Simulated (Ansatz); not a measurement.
Breaking the Te1–F3 bond in FHTe (SMILES F[TeH]) (multiplicity 1 held, fragments rigid). Energies count from the point at 1.928 Å.
Geometry at that point (charge 0, multiplicity 1):
```xyz
3

Te     0.18519    -0.06058     0.20051
H      1.31186    -0.30942    -1.00397
F     -1.21573     0.38440    -1.04697
```

R- and RO- levels are restricted; in cc, def2 and unpolarised 6-31G sets they are followed outwards from rest. U- levels take the lowest unrestricted solution at each point, which mixes spins at long bonds. Curves can end on different states.

Correlated levels freeze the cores. Filled d and f shells under p-block atoms count as core.

Programs: Ansatz (Gaussian basis) for Hartree–Fock, density functionals and correlated methods. Each number belongs to the level named beside it. In def2 rows elements past Kr take small-core potentials, without spin–orbit coupling.

Energies in kcal/mol.

```
R (Å)  R-PBE/def2-TZVPP  U-r2SCAN/def2-TZVPP  R-MP2/def2-TZVPP  U-SCS-MP2/def2-TZVPP
-----  ----------------  -------------------  ----------------  --------------------
1.542              81.9                 76.6              77.7                  77.8
1.735              14.6                 12.1              12.0                  12.1
1.928               0.0                  0.0               0.0                   0.0
2.121               5.7                  7.8               8.4                   8.1
2.313              18.5                 22.0              23.7                  36.7
2.603              39.4                 42.3              48.5                  72.0
2.892              57.3                 57.2              70.4                  79.7
3.374              78.1                 69.1              97.0                  82.9
3.856              90.0                 74.5             111.7                  83.3
4.434              97.4                 77.6             116.0                  83.5
5.205             101.8                 79.3             106.7                  83.7
6.169             104.0                 79.8              84.5                  83.8
```

Doubts at one or more of the structures used: a restricted determinant that unrestricted orbitals would lower (R-PBE/def2-TZVPP, R-MP2/def2-TZVPP); a spin-contaminated determinant (U-r2SCAN/def2-TZVPP, U-SCS-MP2/def2-TZVPP).

Ansatz is a first-principles code.
